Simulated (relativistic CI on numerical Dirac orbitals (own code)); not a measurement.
# One change at a time: Gd XXIII

Base calculation: Dirac-Coulomb-Breit CI, KLI orbitals optimised for each configuration, model QED, unscaled Slater integrals.

Configuration list (outside the closed core [Ar] 3d10): 4s2.4p6.4d6, 4s2.4p5.4d7, 4s2.4p6.4d5.4f, 4s.4p6.4d7, 4s2.4p5.4d6.4f, 4s2.4p6.4d5.5s, 4s.4p6.4d6.4f, 4s2.4p6.4d5.5p, 4s2.4p6.4d4.4f.5s, 4s2.4p6.4d5.5d, 4s2.4p5.4d6.5s, 4s2.4p6.4d4.5s.5p, 4s2.4p6.4d5.5f, 4s2.4p6.4d5.6s, 4s.4p6.4d6.5s, 4s2.4p6.4d5.7s, 4p6.4d7.5p, 4p6.4d8, 4p5.4d9, 4p5.4d8.4f, 4s2.4p6.4d4.5s2, 4s2.4p6.4d3.4f.5s2, 4s2.4p5.4d4.4f.5s2, 4s.4p6.4d4.4f.5s2. Double excitations out of closed p, d and f shells are left out; levels of such configurations are missing from the list, as are those of other unlisted configurations, and high levels can miss mixing partners. These lack a partner that the ground configuration has and come out too high: 4s2.4p5.4d6.5s.

The lowest level and the first level of each name with at least 55 % of one term (blank where a level has no safe partner in the second run):

| Level | Base (cm⁻¹) | Shift (cm⁻¹) |
| --- | --- | --- |
| 4s2.4p6.4d6 5D_4 | 0 | 0 |
| 4s2.4p6.4d6 5D_3 | 39626 | -144 |
| 4s2.4p6.4d6 5D_1 | 51506 | -150 |
| 4s2.4p6.4d6 3H_6 | 71827 | -123 |
| 4s2.4p6.4d6 3D_1 | 117175 | -163 |
| 4s2.4p6.4d6 3P_0 | 125920 | -92 |
| 4s2.4p6.4d6 1F_3 | 138779 | -194 |
| 4s2.4p6.4d6 1I_6 | 139706 | -276 |
| 4s2.4p6.4d6 3P_1 | 161162 | -275 |
| 4s2.4p6.4d6 1G_4 | 165531 | -269 |
| 4s2.4p5.4d7 5G°_6 | 1024364 | +518 |
| 4s2.4p5.4d7 3D°_3 | 1049486 | +492 |
| 4s2.4p5.4d7 5G°_5 | 1083516 | +368 |
| 4s2.4p5.4d7 3H°_6 | 1106166 | +370 |

At this charge energies of transitions that change n are usually good to better than 1 %, and those within a shell (Δn = 0) to a few per cent. Terms inside the open d or f shell come out 10 to 20 % too wide with unscaled integrals.

(1) One thing was changed in a second run, which moved the levels as shown. Which?
A. QED terms removed
B. non-relativistic limit
C. configuration mixing switched off
D. Breit term removed

## Answers

(1) A. QED terms removed. QED shifts follow the density of s (and p1/2) electrons at the nucleus, so configurations move by their count of such electrons; where none moves, the smaller shifts of p3/2 electrons and of j = l + 1/2 against j = l − 1/2 set the pattern.

LS names give the leading component of a level, which can be under half, so a name can repeat, a term be missing and a line seem to break the LS rules.
